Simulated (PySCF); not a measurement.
furan (C$_{4}$H$_{4}$O), singlet, at a GFN2-xTB geometry; TPSS/STO-3G (PySCF).

Input for PySCF:
```python
from pyscf import gto, scf, dft

mol = gto.M(
    atom='''
O    -0.007985   -0.002511    1.150908
C    -0.007729    1.078552    0.354762
C     0.002839   -1.080090    0.350126
C     0.003161    0.710581   -0.954111
C     0.010099   -0.706412   -0.957154
H    -0.015720    2.039412    0.829826
H     0.004267   -2.043014    0.821059
H     0.005929    1.357590   -1.807037
H     0.019184   -1.349694   -1.812851
''',
    basis='sto-3g',
    charge=0,
    spin=0,
    verbose=4,
)

mf = dft.RKS(mol)
mf.xc = 'tpss'
mf.init_guess = 'mod_huckel'
mf.kernel()
```

What the program printed (banner, timings and long lists left out):

```
PySCF version 2.14.0

[INPUT] verbose = 4
[INPUT] num. atoms = 9
[INPUT] num. electrons = 36
[INPUT] charge = 0
[INPUT] spin (= nelec alpha-beta = 2S) = 0
[INPUT] symmetry False subgroup None
[INPUT] Mole.unit = angstrom
[INPUT] Symbol           X                Y                Z      unit          X                Y                Z       unit  Magmom
[...]
nuclear repulsion = 162.211523336549
number of shells = 19
number of NR pGTOs = 87
number of NR cGTOs = 29
basis = sto-3g
ecp = {}

******** <class 'pyscf.dft.rks.RKS'> ********
method = RKS
initial guess = mod_huckel
damping factor = 0
level_shift factor = 0
DIIS = <class 'pyscf.scf.diis.CDIIS'>
diis_start_cycle = 1
diis_space = 8
diis_damp = 0
SCF conv_tol = 1e-09
SCF conv_tol_grad = None
SCF max_cycles = 50
direct_scf = True
direct_scf_tol = 1e-13
XC library pyscf.dft.libxc version 7.1.2
    S. Lehtola, C. Steigemann, M. J. T. Oliveira, and M. A. L. Marques,  SoftwareX 7, 1–5 (2018)
XC functionals = tpss
    J. Tao, J. P. Perdew, V. N. Staroverov, and G. E. Scuseria,  Phys. Rev. Lett. 91, 146401 (2003)
    J. P. Perdew, J. Tao, V. N. Staroverov, and G. E. Scuseria,  J. Chem. Phys. 120, 6898 (2004)
    J. Tao, J. P. Perdew, V. N. Staroverov, and G. E. Scuseria,  Phys. Rev. Lett. 91, 146401 (2003)
    J. P. Perdew, J. Tao, V. N. Staroverov, and G. E. Scuseria,  J. Chem. Phys. 120, 6898 (2004)
radial grids:
    Treutler-Ahlrichs [JCP 102, 346 (1995); DOI:10.1063/1.469408] (M4) radial grids

becke partition: Becke, JCP 88, 2547 (1988); DOI:10.1063/1.454033
pruning grids: <function nwchem_prune>
grids dens level: 3
symmetrized grids: False
atomic radii adjust function: <function treutler_atomic_radii_adjust>
small_rho_cutoff = 0
Set gradient conv threshold to 3.16228e-05
Initial guess from on-the-fly Huckel, doi:10.1021/acs.jctc.8b01089,
employing the updated GWH rule from doi:10.1021/ja00480a005.
Spherically averaged atomic HF for {'C', 'O', 'H'}

******** <class 'pyscf.scf.atom_hf.AtomSphAverageRHF'> ********
method = AtomSphAverageRHF
initial guess = minao
damping factor = 0
level_shift factor = 0
DIIS = <class 'pyscf.scf.diis.CDIIS'>
diis_start_cycle = 1
diis_space = 8
diis_damp = 0
SCF conv_tol = 1e-09
SCF conv_tol_grad = None
SCF max_cycles = 50
direct_scf = True
direct_scf_tol = 1e-13
atom = O
Set gradient conv threshold to 3.16228e-05
Initial guess from minao.
init E= -73.1764948007123
cycle= 1 E= -73.2331923193787  delta_E= -0.0567  |g|=    0  |ddm|= 0.0752
cycle= 2 E= -73.2331923193787  delta_E=    0  |g|=    0  |ddm|= 9.02e-16
Extra cycle  E= -73.2331923193787  delta_E=    0  |g|=    0  |ddm|=    0
Atomic HF for atom  O  converged. SCF energy = -73.2331923193787

******** <class 'pyscf.scf.atom_hf.AtomSphAverageRHF'> ********
method = AtomSphAverageRHF
initial guess = minao
damping factor = 0
level_shift factor = 0
DIIS = <class 'pyscf.scf.diis.CDIIS'>
diis_start_cycle = 1
diis_space = 8
diis_damp = 0
SCF conv_tol = 1e-09
SCF conv_tol_grad = None
SCF max_cycles = 50
direct_scf = True
direct_scf_tol = 1e-13
atom = C
Set gradient conv threshold to 3.16228e-05
Initial guess from minao.
init E= -36.7517431777338
cycle= 1 E= -36.7619269638614  delta_E= -0.0102  |g|=    0  |ddm|= 0.0245
cycle= 2 E= -36.7619269638615  delta_E= -2.13e-14  |g|=    0  |ddm|= 1.91e-15
Extra cycle  E= -36.7619269638615  delta_E=    0  |g|=    0  |ddm|=    0
Atomic HF for atom  C  converged. SCF energy = -36.7619269638615

******** 1 electron system ********
Atomic HF for atom  H  converged. SCF energy = -0.466581849557275

[...]
tot grids = 109792
init E= -216.353201490375
[...]
cycle= 1 E= -224.347374899358  delta_E= -7.99  |g|= 3.11  |ddm|= 14.3
[...]
cycle= 2 E= -204.146497155758  delta_E= 20.2  |g|= 5.75  |ddm|= 13.3
[...]
cycle= 3 E= -226.184258793177  delta_E=  -22  |g|= 1.63  |ddm|= 12.9
[...]
cycle= 4 E= -227.120707879116  delta_E= -0.936  |g|= 0.394  |ddm|= 2.28
[...]
cycle= 5 E= -227.13505086497  delta_E= -0.0143  |g|= 0.393  |ddm|= 0.987
[...]
cycle= 6 E= -227.175455793474  delta_E= -0.0404  |g|= 0.103  |ddm|= 0.554
[...]
cycle= 7 E= -227.178530976004  delta_E= -0.00308  |g|= 0.00315  |ddm|= 0.124
[...]
cycle= 8 E= -227.178533775388  delta_E= -2.8e-06  |g|= 0.00123  |ddm|= 0.00414
[...]
cycle= 9 E= -227.178534271902  delta_E= -4.97e-07  |g|= 0.000203  |ddm|= 0.00153
[...]
cycle= 10 E= -227.178534283842  delta_E= -1.19e-08  |g|= 5.9e-06  |ddm|= 0.000238
[...]
cycle= 11 E= -227.178534283841  delta_E= 1.53e-12  |g|= 6.39e-06  |ddm|= 1.61e-05
[...]
Extra cycle  E= -227.17853428379  delta_E= 5.08e-11  |g|= 1.36e-05  |ddm|= 2.86e-05
converged SCF energy = -227.17853428379
```
